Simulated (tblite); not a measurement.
A geometry optimisation, step by step.

Species: C₆H₁₀OSSi₂.
Bonds: Si1–O2, O2–C3, C3–C4 (aromatic), C4–C5 (aromatic), C5–C6 (aromatic), C6–C7 (aromatic), C7–C8 (aromatic), C8–S9, S9–Si10, C3–C8 (aromatic). Hydrogens: H11, H12, H13 on Si1; H14 on C4; H15 on C5; H16 on C6; H17 on C7; H18, H19, H20 on Si10.

Computed with GFN2-xTB (tblite), gas phase: L-BFGS steps from a force-field or distance-geometry start until the largest atomic force falls under 0.01 eV/Å. 7 of its 152 geometries are shown.

Step 0: E = -783.4397 eV, largest atomic force 0.689 eV/Å
```
atom  x, y, z in Å  |  force x, y, z in eV/Å
Si1    -2.198   -2.108    0.321   -0.400   0.273   0.137
O2     -0.847   -1.268   -0.113   -0.213   0.137   0.199
C3     -0.518    0.052   -0.225   -0.326  -0.069  -0.015
C4     -1.390    1.087    0.175    0.398  -0.249  -0.032
C5     -1.022    2.416    0.035    0.176   0.129  -0.209
C6      0.202    2.742   -0.546    0.127  -0.252   0.014
C7      1.074    1.733   -0.958   -0.476   0.053   0.308
C8      0.728    0.387   -0.786   -0.062   0.469   0.131
S9      1.892   -0.857   -1.355   -0.165   0.022   0.047
Si10    2.719   -1.613    0.475    0.218  -0.265   0.582
H11    -1.939   -3.567    0.309    0.308   0.609  -0.096
H12    -3.312   -1.801   -0.623    0.408  -0.025   0.251
H13    -2.640   -1.700    1.695    0.245  -0.108  -0.482
H14    -2.350    0.863    0.629    0.220  -0.230  -0.162
H15    -1.699    3.216    0.350    0.276  -0.423  -0.100
H16     0.487    3.785   -0.660   -0.057  -0.294  -0.018
H17     2.027    2.003   -1.402   -0.186  -0.213   0.077
H18     3.333   -0.495    1.229   -0.228  -0.193  -0.242
H19     3.774   -2.604    0.149   -0.454   0.411  -0.127
H20     1.675   -2.260    1.298    0.190   0.221  -0.264
```

Step 25: E = -783.6710 eV, largest atomic force 0.074 eV/Å
```
atom  x, y, z in Å  |  force x, y, z in eV/Å
Si1    -2.175   -2.050    0.339    0.022  -0.006  -0.006
O2     -0.796   -1.267   -0.037   -0.008  -0.016   0.003
C3     -0.497    0.034   -0.202   -0.014  -0.010   0.007
C4     -1.362    1.050    0.182   -0.023  -0.004   0.004
C5     -1.014    2.377    0.013    0.014  -0.022   0.057
C6      0.216    2.708   -0.532   -0.004  -0.002  -0.006
C7      1.083    1.704   -0.928   -0.023   0.010  -0.003
C8      0.732    0.375   -0.771   -0.003  -0.015   0.017
S9      1.820   -0.905   -1.357    0.019   0.008  -0.071
Si10    2.619   -1.603    0.501    0.016   0.001   0.044
H11    -1.699   -3.420    0.245    0.001   0.037  -0.004
H12    -3.233   -1.703   -0.612    0.014  -0.016   0.001
H13    -2.621   -1.692    1.690    0.017  -0.013   0.003
H14    -2.313    0.773    0.613   -0.012   0.033  -0.001
H15    -1.705    3.148    0.318    0.038   0.001  -0.021
H16     0.497    3.742   -0.651    0.006   0.005  -0.022
H17     2.040    1.937   -1.369   -0.009   0.017  -0.004
H18     3.180   -0.440    1.184    0.001   0.001   0.001
H19     3.634   -2.538    0.046   -0.017   0.004   0.021
H20     1.590   -2.219    1.325   -0.034  -0.013  -0.018
```

Step 50: E = -783.6818 eV, largest atomic force 0.040 eV/Å
```
atom  x, y, z in Å  |  force x, y, z in eV/Å
Si1    -2.115   -2.078    0.344    0.031  -0.008  -0.012
O2     -0.764   -1.255   -0.040    0.007  -0.002  -0.015
C3     -0.473    0.047   -0.207   -0.013   0.007  -0.001
C4     -1.327    1.060    0.210   -0.009   0.010   0.006
C5     -0.982    2.387    0.036   -0.003   0.000   0.022
C6      0.223    2.723   -0.557    0.001   0.006   0.008
C7      1.080    1.723   -0.980   -0.021   0.009  -0.015
C8      0.741    0.392   -0.810    0.001  -0.002   0.025
S9      1.845   -0.877   -1.387    0.007  -0.004  -0.001
Si10    2.510   -1.607    0.515    0.013  -0.003   0.031
H11    -1.594   -3.428    0.213   -0.003  -0.012  -0.001
H12    -3.197   -1.756   -0.586    0.000   0.010  -0.002
H13    -2.545   -1.769    1.711    0.009   0.017   0.008
H14    -2.263    0.786    0.673    0.006   0.002  -0.011
H15    -1.657    3.161    0.370   -0.005  -0.002  -0.004
H16     0.497    3.757   -0.687   -0.002   0.013  -0.016
H17     2.020    1.964   -1.452    0.004  -0.014  -0.004
H18     3.042   -0.455    1.243   -0.018  -0.024  -0.014
H19     3.548   -2.553    0.138   -0.037   0.014   0.004
H20     1.407   -2.210    1.249    0.031  -0.017  -0.008
```

Step 76: E = -783.6876 eV, largest atomic force 0.090 eV/Å
```
atom  x, y, z in Å  |  force x, y, z in eV/Å
Si1    -2.045   -2.063    0.373   -0.053  -0.007   0.025
O2     -0.708   -1.231   -0.030    0.014   0.011   0.014
C3     -0.446    0.077   -0.199    0.032   0.009  -0.039
C4     -1.320    1.075    0.208    0.055  -0.010   0.015
C5     -0.999    2.408    0.018    0.004   0.007  -0.030
C6      0.192    2.759   -0.597   -0.014  -0.008   0.004
C7      1.069    1.770   -1.008   -0.036   0.004  -0.047
C8      0.760    0.435   -0.808    0.065   0.029   0.029
S9      1.887   -0.827   -1.358    0.015  -0.021   0.085
Si10    2.443   -1.695    0.532   -0.050   0.018  -0.073
H11    -1.537   -3.410    0.186    0.008  -0.028   0.024
H12    -3.149   -1.720   -0.520   -0.030   0.009  -0.017
H13    -2.434   -1.765    1.756    0.016  -0.022  -0.011
H14    -2.247    0.783    0.678   -0.006   0.038  -0.004
H15    -1.690    3.170    0.346    0.020   0.007  -0.014
H16     0.439    3.798   -0.759   -0.017  -0.052   0.021
H17     1.996    2.022   -1.504   -0.034  -0.019   0.051
H18     2.891   -0.588    1.368   -0.017   0.046   0.039
H19     3.542   -2.564    0.151    0.013  -0.021  -0.038
H20     1.350   -2.420    1.163    0.015   0.011  -0.035
```

Step 101: E = -783.7540 eV, largest atomic force 0.083 eV/Å
```
atom  x, y, z in Å  |  force x, y, z in eV/Å
Si1    -1.768   -2.003    0.593   -0.035   0.053  -0.054
O2     -0.440   -1.109    0.252   -0.025   0.039   0.013
C3     -0.288    0.203   -0.057   -0.010  -0.022  -0.041
C4     -1.260    1.157    0.214    0.013  -0.053   0.004
C5     -1.081    2.479   -0.155    0.018  -0.008   0.030
C6      0.081    2.868   -0.797   -0.002  -0.021   0.017
C7      1.062    1.931   -1.058   -0.007   0.023   0.008
C8      0.891    0.602   -0.693    0.002   0.017  -0.003
S9      2.169   -0.539   -1.111    0.009  -0.003  -0.044
Si10    2.119   -2.023    0.446    0.014   0.051  -0.003
H11    -1.324   -3.324    0.180    0.016  -0.033   0.026
H12    -2.908   -1.541   -0.200    0.007   0.013   0.005
H13    -2.059   -1.908    2.023    0.003   0.035   0.015
H14    -2.167    0.847    0.711   -0.004  -0.034   0.022
H15    -1.854    3.200    0.065    0.007  -0.008  -0.011
H16     0.226    3.897   -1.089    0.000  -0.014   0.003
H17     1.979    2.208   -1.553   -0.003   0.009  -0.010
H18     1.875   -1.354    1.712   -0.052   0.030   0.030
H19     3.510   -2.452    0.380    0.050  -0.053   0.013
H20     1.231   -3.127    0.134   -0.001  -0.020  -0.023
```

Step 126: E = -783.7710 eV, largest atomic force 0.035 eV/Å
```
atom  x, y, z in Å  |  force x, y, z in eV/Å
Si1    -1.800   -1.976    0.570   -0.011   0.027  -0.002
O2     -0.440   -1.158    0.164   -0.002   0.000  -0.005
C3     -0.275    0.160   -0.107   -0.018  -0.016  -0.019
C4     -1.236    1.104    0.222    0.008  -0.002   0.013
C5     -1.059    2.438   -0.097    0.003   0.010   0.004
C6      0.089    2.844   -0.753   -0.002   0.001  -0.009
C7      1.063    1.916   -1.068    0.008  -0.005   0.000
C8      0.896    0.576   -0.746    0.001   0.003   0.028
S9      2.172   -0.560   -1.185   -0.006  -0.016  -0.002
Si10    2.125   -1.981    0.434    0.012  -0.016  -0.007
H11    -1.367   -3.340    0.320    0.014  -0.010   0.008
H12    -2.911   -1.550   -0.282    0.024  -0.025  -0.005
H13    -2.117   -1.714    1.975   -0.011  -0.006   0.012
H14    -2.128    0.772    0.732   -0.014   0.014   0.000
H15    -1.821    3.155    0.168   -0.015   0.007  -0.001
H16     0.228    3.881   -1.016    0.015   0.013   0.007
H17     1.971    2.212   -1.569    0.004   0.006  -0.013
H18     1.786   -1.262    1.652   -0.006   0.001   0.003
H19     3.530   -2.380    0.472   -0.016   0.006  -0.007
H20     1.289   -3.125    0.113    0.013   0.007  -0.004
```

Step 151: E = -783.7747 eV, largest atomic force 0.009 eV/Å
```
atom  x, y, z in Å  |  force x, y, z in eV/Å
Si1    -1.809   -1.986    0.570    0.002   0.002  -0.002
O2     -0.460   -1.156    0.160    0.000   0.004  -0.002
C3     -0.292    0.160   -0.115    0.005   0.005   0.004
C4     -1.244    1.112    0.221   -0.002   0.001  -0.001
C5     -1.047    2.449   -0.080    0.004   0.002   0.008
C6      0.109    2.849   -0.727   -0.005  -0.003  -0.002
C7      1.066    1.910   -1.062    0.000  -0.002   0.004
C8      0.881    0.570   -0.755    0.005  -0.002  -0.003
S9      2.133   -0.582   -1.224    0.008  -0.003  -0.003
Si10    2.130   -1.976    0.417   -0.005  -0.001   0.000
H11    -1.310   -3.344    0.435   -0.006  -0.002   0.007
H12    -2.892   -1.658   -0.357    0.005  -0.003  -0.002
H13    -2.204   -1.656    1.942    0.002   0.003  -0.005
H14    -2.144    0.788    0.720   -0.002   0.005   0.004
H15    -1.799    3.172    0.194   -0.004  -0.002  -0.007
H16     0.269    3.889   -0.969   -0.006  -0.003   0.000
H17     1.975    2.198   -1.567   -0.004   0.001   0.003
H18     1.780   -1.244    1.625    0.005  -0.007   0.000
H19     3.541   -2.348    0.452   -0.004  -0.003  -0.001
H20     1.310   -3.137    0.116    0.000   0.008   0.000
```

**Question.** Summarise the path.

**Answer.** The energy falls by 7.72 kcal/mol from step 0 to step 151; nine tenths of that is first reached at step 94. It falls at every step. The largest force goes from 0.689 to 0.009 eV/Å. Among the bonds Si1–H13 changes most, from 1.501 to 1.465 Å; the atoms move by 0.644 Å rms after alignment.

**Question.** Follow the three bonds and two angles with the largest change from start to end.

**Answer.** 
| step | E above end (kcal/mol) | largest force (eV/Å) | Si1–H13 (Å) | C8–S9 (Å) | Si1–H12 (Å) | O2–Si1–H11 (°) | S9–Si10–H19 (°) |
| --- | --- | --- | --- | --- | --- | --- | --- |
| 0 | 7.72 | 0.689 | 1.501 | 1.796 | 1.492 | 110.9 | 108.8 |
| 7 | 3.21 | 0.359 | 1.467 | 1.776 | 1.464 | 101.3 | 103.6 |
| 13 | 2.64 | 0.117 | 1.465 | 1.782 | 1.462 | 98.6 | 101.3 |
| 20 | 2.50 | 0.063 | 1.467 | 1.781 | 1.463 | 98.5 | 101.4 |
| 26 | 2.38 | 0.049 | 1.467 | 1.779 | 1.464 | 99.4 | 101.4 |
| 33 | 2.33 | 0.047 | 1.466 | 1.779 | 1.463 | 99.1 | 101.8 |
| 39 | 2.25 | 0.046 | 1.466 | 1.779 | 1.462 | 99.3 | 102.7 |
| 46 | 2.18 | 0.068 | 1.467 | 1.780 | 1.463 | 99.0 | 102.6 |
| 53 | 2.13 | 0.029 | 1.467 | 1.779 | 1.463 | 98.8 | 102.2 |
| 59 | 2.11 | 0.026 | 1.466 | 1.778 | 1.462 | 99.0 | 101.8 |
| 66 | 2.09 | 0.017 | 1.466 | 1.778 | 1.463 | 99.0 | 101.8 |
| 72 | 2.07 | 0.037 | 1.467 | 1.779 | 1.463 | 98.9 | 102.0 |
| 79 | 1.89 | 0.140 | 1.464 | 1.776 | 1.461 | 98.9 | 101.5 |
| 85 | 1.61 | 0.139 | 1.466 | 1.775 | 1.464 | 99.8 | 99.9 |
| 92 | 0.85 | 0.142 | 1.466 | 1.767 | 1.463 | 101.8 | 98.2 |
| 98 | 0.57 | 0.133 | 1.464 | 1.764 | 1.458 | 101.6 | 97.8 |
| 105 | 0.38 | 0.075 | 1.465 | 1.766 | 1.460 | 100.5 | 100.1 |
| 112 | 0.28 | 0.086 | 1.464 | 1.767 | 1.460 | 100.0 | 101.2 |
| 118 | 0.13 | 0.051 | 1.465 | 1.764 | 1.464 | 100.2 | 100.5 |
| 125 | 0.09 | 0.033 | 1.464 | 1.764 | 1.463 | 100.4 | 100.2 |
| 131 | 0.06 | 0.038 | 1.465 | 1.765 | 1.462 | 100.2 | 100.3 |
| 138 | 0.03 | 0.032 | 1.466 | 1.765 | 1.462 | 100.1 | 100.4 |
| 144 | 0.01 | 0.022 | 1.464 | 1.765 | 1.463 | 100.0 | 100.5 |
| 151 | 0.00 | 0.009 | 1.465 | 1.765 | 1.463 | 99.7 | 100.5 |

What follows is the cost of the whole relaxation. Time: 1.4 s. Hardware: one thread of an Arm Neoverse V2, on a shared host.
